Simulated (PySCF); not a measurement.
A PySCF script (with the pyscf-properties extension) for the NMR shieldings of SMILES O=CO[C@@H]1[SiH2][C@@H]1CC(F)F, C₅H₈F₂O₂Si, on a GFN2-xTB geometry:

```python
import basis_set_exchange as bse
import numpy as np
from pyscf import gto, dft
from pyscf.prop import nmr

atoms = """
O     2.066245   -0.937448   -0.773513
C     2.214086    0.192452   -1.167857
O     1.764116    1.264984   -0.585469
C     1.075714    1.089348    0.640179
Si    0.883736   -0.587859    1.556799
C    -0.351518    0.497755    0.618776
C    -0.952385    0.094194   -0.709292
C    -2.246932   -0.674137   -0.494958
F    -2.037276   -1.792216    0.242759
F    -3.150590    0.065055    0.196877
H     2.758525    0.449182   -2.089655
H     1.164716    2.030805    1.172176
H     1.176112   -1.960800    1.239713
H     0.872272   -0.264095    2.981369
H    -1.050243    1.105807    1.186163
H    -1.184655    0.973405   -1.319592
H    -0.281153   -0.556031   -1.270350
H    -2.729530   -0.984085   -1.435779
"""
names = dict.fromkeys(["O", "C", "Si", "F", "H"], "pcSseg-1")
basis = {el: gto.basis.parse(bse.get_basis(n, elements=[el], fmt="nwchem")) for el, n in names.items()}
mol = gto.M(atom=atoms, basis=basis, charge=0, verbose=0)
mf = dft.RKS(mol, xc="PBE0")
mf.grids.level = 2
mf.grids.alignment = dft.numint.BLKSIZE   # the property module wants whole blocks of grid points
mf.conv_tol = 1e-9
mf.kernel()

calc = nmr.RKS(mf)   # GIAO
C = mf.mo_coeff
Co = C[:, mf.mo_occ > 0]
resp = mf.gen_response(singlet=True, hermi=2)
def vind(x):   # induced exchange potential for any number of trial vectors
    d = np.einsum("pi,xij,qj->xpq", C, 2 * x.reshape(-1, C.shape[1], Co.shape[1]), Co, optimize=True)
    return np.einsum("xpq,pi,qj->xij", resp(d - d.transpose(0, 2, 1)), C, Co, optimize=True).ravel()
mo1, _ = nmr.rhf.solve_mo1(calc, with_cphf=vind)
sigma = calc.kernel(mo1)
for i, s in enumerate(sigma):   # ppm
    w = np.linalg.eigvalsh((s + s.T) / 2)
    print("%2d %-2s iso %8.1f  s11 %8.1f  s22 %8.1f  s33 %8.1f" % (i, mol.atom_pure_symbol(i), w.mean(), *w))
```

Question: What are the results?

Answer: 
```
 0 O  iso   -106.8  s11   -394.5  s22   -202.3  s33    276.3
 1 C  iso     16.2  s11    -81.6  s22     50.0  s33     80.1
 2 O  iso    111.8  s11    -74.3  s22    162.6  s33    247.1
 3 C  iso    129.5  s11     69.5  s22    123.4  s33    195.6
 4 Si iso    473.5  s11    344.1  s22    409.2  s33    667.1
 5 C  iso    184.0  s11    150.8  s22    184.5  s33    216.8
 6 C  iso    152.5  s11    142.5  s22    146.0  s33    168.9
 7 C  iso     65.2  s11     43.6  s22     67.5  s33     84.6
 8 F  iso    312.8  s11    201.6  s22    322.4  s33    414.3
 9 F  iso    314.5  s11    200.0  s22    332.4  s33    411.1
10 H  iso     23.6  s11     19.2  s22     23.0  s33     28.6
11 H  iso     27.8  s11     21.4  s22     27.5  s33     34.4
12 H  iso     27.4  s11     22.3  s22     26.9  s33     33.1
13 H  iso     28.5  s11     23.4  s22     25.5  s33     36.6
14 H  iso     30.1  s11     22.8  s22     29.2  s33     38.2
15 H  iso     29.4  s11     24.7  s22     28.1  s33     35.5
16 H  iso     30.0  s11     25.2  s22     31.2  s33     33.6
17 H  iso     25.3  s11     22.6  s22     23.4  s33     29.9
```

These numbers come from an equivalent density-fitted implementation of the same equations, which agrees with the script to about 0.01 ppm for H and up to a few tenths of a ppm for heavy atoms, so last digits may differ.

Question: Turn these shieldings into chemical shifts. δ = σ(ref) − σ, references computed at the same level: ¹⁷O (σ = 336.08 ppm) against H2O; ¹³C (σ = 186.93 ppm) and ²⁹Si (σ = 349.16 ppm) and ¹H (σ = 31.72 ppm) against TMS; ¹⁹F (σ = 170.95 ppm) against CFCl3.

Answer: Averaging equivalent atoms: O 0: 442.9; O 2: 224.3; C 1: 170.8; C 7: 121.7; C 3: 57.4; C 6: 34.5; C 5: 2.9; Si 4: -124.3; F 8: -141.8; F 9: -143.5; H 10: 8.11; H 17: 6.41; H 12: 4.31; H 11: 3.93; H 13: 3.20; H 15: 2.30; H 16: 1.69; H 14: 1.64 ppm. Unscaled 19F shifts against computed CFCl3 carry errors that often reach 10 to 50 ppm. Unscaled 17O shifts of doubly bonded oxygen tend to come out too high, by tens of ppm or more. Experimental scales use liquid or dissolved standards, which lie at an offset from isolated H2O (liquid H2O: subtract about 36 ppm).

Size and cost of the density-fitted run: 217 basis functions, 84 s wall time on 1 thread of an Arm Neoverse V1, shared host; peak memory 0.95 GiB.
